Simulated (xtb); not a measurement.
Al(Cl)2(NH2) (AlCl2H2N), SMILES [NH2][Al]([Cl])[Cl]. All values are semi-empirical tight-binding results from xtb (GFN2-xTB unless named), good for trends rather than for accurate numbers. Geometry: GFN2-xTB. Other conformers were not sampled.

For metal compounds this method's bond lengths and energies can be far off.

Computed properties:
```json
{
  "point_group_as_xtb_finds_it": "C2v",
  "orbital_gap": "4.10 eV",
  "zero_point_energy": "17.1 kcal/mol",
  "G − E(el) at 298.15 K (modified RRHO)": "-1.8 kcal/mol"
}
```
